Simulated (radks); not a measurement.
Values are calculated unless marked as measured or tabulated.
Ionisation of S3+, [Ne] 3s2 3p1, to S4+, [Ne] 3s2, under several functionals. Scalar-relativistic Kohn-Sham, spin-polarised, spherical densities, finite nucleus; open shells are filled with parallel spins first; a radial shooting solver on a logarithmic mesh with Libxc functionals.

[
 {"functional": "BP86", "E(S3+) (hartree)": "-396.76213", "Exc (hartree)": "-24.57996", "IE (eV)": "47.317", "-e(HOMO) (eV)": "41.068", "<r> HOMO (bohr)": "1.654", "IE error (eV)": "+0.095"},
 {"functional": "PBEsol", "E(S3+) (hartree)": "-395.92233", "Exc (hartree)": "-23.71482", "IE (eV)": "47.165", "-e(HOMO) (eV)": "40.944", "<r> HOMO (bohr)": "1.657", "IE error (eV)": "-0.057"},
 {"functional": "exchange-only B88", "E(S3+) (hartree)": "-396.20726", "Exc (hartree)": "-24.01458", "IE (eV)": "46.350", "-e(HOMO) (eV)": "40.153", "<r> HOMO (bohr)": "1.663", "IE error (eV)": "-0.872"},
 {"functional": "TASK exchange with Perdew-Wang LDA correlation", "E(S3+) (hartree)": "-396.54008", "Exc (hartree)": "-24.34729", "IE (eV)": "47.005", "-e(HOMO) (eV)": "41.228", "<r> HOMO (bohr)": "1.657", "IE error (eV)": "-0.217"},
 {"functional": "B86b exchange with PBE correlation", "E(S3+) (hartree)": "-396.71182", "Exc (hartree)": "-24.52775", "IE (eV)": "47.251", "-e(HOMO) (eV)": "41.030", "<r> HOMO (bohr)": "1.657", "IE error (eV)": "+0.029"},
 {"functional": "Wu-Cohen GGA", "E(S3+) (hartree)": "-396.29616", "Exc (hartree)": "-24.10196", "IE (eV)": "47.240", "-e(HOMO) (eV)": "41.003", "<r> HOMO (bohr)": "1.654", "IE error (eV)": "+0.018"},
 {"functional": "MS2 meta-GGA", "E(S3+) (hartree)": "-396.71818", "Exc (hartree)": "-24.53960", "IE (eV)": "47.038", "-e(HOMO) (eV)": "40.994", "<r> HOMO (bohr)": "1.661", "IE error (eV)": "-0.184"},
 {"functional": "r2SCAN", "E(S3+) (hartree)": "-396.68479", "Exc (hartree)": "-24.50213", "IE (eV)": "47.047", "-e(HOMO) (eV)": "41.044", "<r> HOMO (bohr)": "1.660", "IE error (eV)": "-0.175"}
]

NIST Atomic Spectra Database: 47.22 eV (semi-empirical). Closest: Wu-Cohen GGA. The Delta-SCF values span 0.97 eV, the total energies 0.84 hartree. The highest occupied level is 3p. Open shells are spherical and high-spin; term and fine-structure splittings are not resolved.
